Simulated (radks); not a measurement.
The numbers below are computed, except where a source is named.
Ionisation of Pt3+, [Xe] 4f14 5d7, to Pt4+, [Xe] 4f14 5d6, under several functionals. Dirac Kohn-Sham, spin-unpolarised, spherical densities, point nucleus; open shells fill j = l - 1/2 first; a radial shooting solver on a logarithmic mesh with Libxc functionals.

functional                               E(Pt3+) (hartree)  Exc (hartree)  IE (eV)  -e(HOMO) (eV)  <r> HOMO (bohr)  IE error (eV)
PBEsol                                         -18439.3957      -350.8826   44.778         37.949            1.508         +1.778
SOGGA                                          -18438.7995      -350.2843   44.666         37.838            1.508         +1.666
exchange-only LDA                              -18426.2234      -337.5797   43.437         36.644            1.520         +0.437
AM05                                           -18434.6555      -346.1068   44.776         37.943            1.507         +1.776
exchange-only B88                              -18441.4651      -352.9656   43.525         36.727            1.519         +0.525
LDA (Slater exchange, VWN5 correlation)        -18434.2458      -345.6830   45.052         38.221            1.511         +2.052
XLYP                                           -18446.6157      -358.1517   44.653         37.831            1.517         +1.653
OLYP                                           -18451.0933      -362.8616   44.832         37.970            1.501         +1.832
PW91                                           -18446.3421      -357.8976   44.832         38.002            1.510         +1.832
HCTH/407                                       -18455.1377      -367.0673   45.237         38.364            1.497         +2.237

NIST Atomic Spectra Database: 43 eV (theoretical). Closest: exchange-only LDA. The Delta-SCF values span 1.80 eV, the total energies 28.91 hartree. The highest occupied level is 5d5/2. Spin polarisation and multiplet splitting are left out, so open shells lie too high by an amount that depends on their filling.

Beside tabulated values, note that spin-unpolarised runs miss the spin-polarisation part of the exchange energy of open shells.
